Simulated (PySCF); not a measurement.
C₃H₉GeN, SMILES [NH]([GeH2][CH]=C)C. Coordinates come from a PBE-D3(BJ)/def2-SVP optimisation. The structure was generated by enumeration, and PubChem lists no compound with its InChIKey, so it may never have been made. One conformer was computed; it need not be the lowest.

Computed equilibrium geometry at PBE-D3(BJ)/def2-SVP (PySCF confirms it by a frequency run) as Cartesian coordinates in Å (one conformer of several):
```xyz
14

C      2.6157     0.9708     0.2399
C      1.7728    -0.0612     0.4302
Ge     0.0361    -0.1791    -0.4460
N     -1.2821     0.0729     0.8407
C     -2.6748    -0.1243     0.4690
H      2.3612     1.8153    -0.4241
H      3.6006     1.0232     0.7369
H      2.0796    -0.8840     1.1021
H     -0.1066    -1.5560    -1.1824
H     -0.1126     0.9681    -1.4827
H     -1.0510    -0.3944     1.7240
H     -2.9185     0.4982    -0.4187
H     -3.3493     0.2154     1.2848
H     -2.9655    -1.1756     0.2143
```
Charge 0, spin multiplicity 1.
